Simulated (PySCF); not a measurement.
C₄H₄Cl₂, SMILES Cl/C=C\C=C/Cl.

Geometry: PBE-D3(BJ)/def2-SVP. One conformer was computed; it need not be the lowest.

Calculation: PBE-D3(BJ)/def2-SVP (PySCF 2.14.0).

Frequencies are harmonic and unscaled.

List the normal modes with their intensities. (The exact figures need the calculation; the answer reports its results.)


| mode | ν (cm⁻¹) | IR (km/mol) | moving atoms (share of kinetic energy) |
|---|---|---|---|
| 1 | 63 | 0.6 | C 53 %, Cl 39 %, H 8 % |
| 2 | 130 | 2.3 | C 53 %, Cl 38 %, H 9 % |
| 3 | 173 | 0.0 | Cl 83 %, C 15 % |
| 4 | 301 | 5.8 | C 69 %, H 29 % |
| 5 | 497 | 0.9 | C 67 %, Cl 25 % |
| 6 | 505 | 0.0 | C 66 %, H 31 % |
| 7 | 667 | 0.0 | C 74 %, Cl 15 %, H 12 % |
| 8 | 697 | 73.5 | H 75 %, C 24 % |
| 9 | 732 | 0.0 | C 76 %, Cl 17 % |
| 10 | 756 | 0.0 | H 71 %, C 29 % |
| 11 | 774 | 173.8 | C 65 %, Cl 20 %, H 14 % |
| 12 | 902 | 0.0 | H 71 %, C 29 % |
| 13 | 932 | 0.5 | H 85 %, C 15 % |
| 14 | 1063 | 0.0 | C 52 %, H 46 % |
| 15 | 1148 | 11.0 | H 95 % |
| 16 | 1208 | 0.0 | H 83 %, C 16 % |
| 17 | 1260 | 41.2 | H 81 %, C 19 % |
| 18 | 1338 | 0.0 | H 57 %, C 43 % |
| 19 | 1581 | 76.0 | C 95 % |
| 20 | 1644 | 0.0 | C 93 % |
| 21 | 3105 | 0.0 | H 92 %, C 8 % |
| 22 | 3113 | 9.5 | H 92 % |
| 23 | 3152 | 9.4 | H 91 %, C 9 % |
| 24 | 3152 | 0.0 | H 91 %, C 9 % |
